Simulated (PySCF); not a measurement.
IrBr2 (quartet). Level of theory: UPBE0/[Ir def2-SVP with ECP60, Br def2-SVP], scalar-relativistic core potentials, density fitting, no spin–orbit coupling, PySCF.

Harmonic bands of its minimum:

```csv
ω (cm⁻¹),"IR (km/mol, summed over degenerate members)",degeneracy
48,0.6,2
247,0.0,1
298,53.2,1
```

Task: The central atom is Ir. Infer the point group and assign the bands.

Result: D∞h. The modes span πu + σg+ + σu+: 48 πu, 247 σg+, 298 σu+. The computed geometry has Ir–Br 2.339 Å (×2); Br–Ir–Br 180.0°.

Other isomers or separated fragments may lie lower. With open d or f shells other occupations or spin states may lie lower. No spin–orbit coupling is included, which matters more the heavier the element.
